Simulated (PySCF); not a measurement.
Ga(Me)2(PH2) (C₂H₈GaP), SMILES [CH3][Ga]([CH3])[PH2].

Geometry optimised at B3LYP-D3(BJ)/def2-SVP. The structure was generated by enumeration; whether it is a known compound was not checked. Other conformers were not sampled.

Two levels are set side by side: TDA-PBE/def2-SVPD (PySCF) and TDA-LC-ωPBE/def2-SVPD (PySCF). Vertical, same geometry. The lowest singlet is HOMO→LUMO 93 % with PBE and HOMO→LUMO 85 % with the other functional; states are paired by order. Differences are taken from unrounded values.

```tsv
quantity	TDA-LC-ωPBE
lowest singlet excitation (eV)	5.26
lowest triplet excitation (TDA) (eV)	4.51
first bright state (f over 0.05) (eV)	6.45
its oscillator strength	0.14
```

### Question
What does TDA-PBE give, and how far is it from TDA-LC-ωPBE? (An estimate is asked for; the answer gives what the named calculation found.)

### Answer

```json
[
 {"quantity": "lowest singlet excitation (eV)", "TDA-PBE": "4.39", "TDA-PBE minus TDA-LC-ωPBE": "-0.87"},
 {"quantity": "lowest triplet excitation (TDA) (eV)", "TDA-PBE": "3.76", "TDA-PBE minus TDA-LC-ωPBE": "-0.75"},
 {"quantity": "first bright state (f over 0.05) (eV)", "TDA-PBE": "5.12", "TDA-PBE minus TDA-LC-ωPBE": "-1.33"},
 {"quantity": "its oscillator strength", "TDA-PBE": "0.08", "TDA-PBE minus TDA-LC-ωPBE": "-0.06"}
]
```

Functionals without exact exchange tend to place singlet excitations lower, as here. Differences between two approximate levels are no errors against the true value.

Rough cost on one machine, each run with all the roots and properties that it gave: TDA-LC-ωPBE against TDA-PBE about 3 times.
